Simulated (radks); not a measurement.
The numbers below are computed, except where a source is named.
Q: All-electron atom: Ge+ in [Ar] 3d10 4s2 4p1 (the NIST ground configuration). Code: a radial shooting solver on a logarithmic mesh with Libxc functionals. Model: scalar-relativistic Kohn-Sham, PBE, spin-unpolarised, spherical densities, finite nucleus; Fermi nuclear charge, rms radius 4.0742 fm. Some entries of the table are withheld. Estimate them.

| orbital | occ. | eigenvalue (eV) | <1/r> (bohr^-1) |
|---|---|---|---|
| 1s | 2 | (1) | 32.38 |
| 2s | 2 | -1380.818 | (2) |
| 2p | 6 | -1207.760 | 6.967 |
| 3s | 2 | -177.5147 | 2.283 |
| 3p | 6 | -124.6474 | (3) |
| 3d | 10 | (4) | 1.782 |
| 4s | 2 | (5) | 0.6447 |
| 4p | 1 | -11.2425 | 0.5059 |

A: 
(1) 1s eigenvalue (eV): -10970.14
(2) 2s <1/r> (bohr^-1): 7.106
(3) 3p <1/r> (bohr^-1): 2.130
(4) 3d eigenvalue (eV): -38.3190
(5) 4s eigenvalue (eV): -19.8588
